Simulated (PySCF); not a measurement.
# BP86 on C⁺ (carbon, charge +1)

Configuration: [He] 2s2 2p1, 2P determinant. Calculation: PySCF 2.14, in x2c-TZVPall (5s3p2d1f, 31 functions); the spin-free X2C one-electron Hamiltonian (Gaussian nucleus).

| Quantity | Value |
| --- | --- |
| Total energy | -37.4366 hartree |
| One-electron energy | -47.6166 hartree |
| Hartree (Coulomb) energy | 15.0503 hartree |
| Exchange-correlation energy | -4.8704 hartree |
| ⟨S²⟩ | 0.7520 |
| ⟨L²⟩ | 2.006 |
| Sum of ⟨r⟩ | 4.947 bohr |
| Sum of ⟨r²⟩ | 8.038 bohr² |
| Traceless quadrupole moment −½Σ⟨3z² − r²⟩ along its main axis | -1.03 e·bohr² |
| Langevin diamagnetic susceptibility | -6.37 ×10⁻⁶ cm³/mol |
| Time after the integrals | 0.09 s of wall time on 1 thread of Neoverse-V2 (shared host) |

```csv
shell,electrons,mean orbital energy (hartree),"rms radius, mean of both spins (bohr)"
1s α,1,-10.60377,0.314
1s β,1,-10.58719,0.314
2s α,1,-0.96422,1.60
2s β,1,-0.91246,1.60
2p α,1,-0.66195,1.65
```
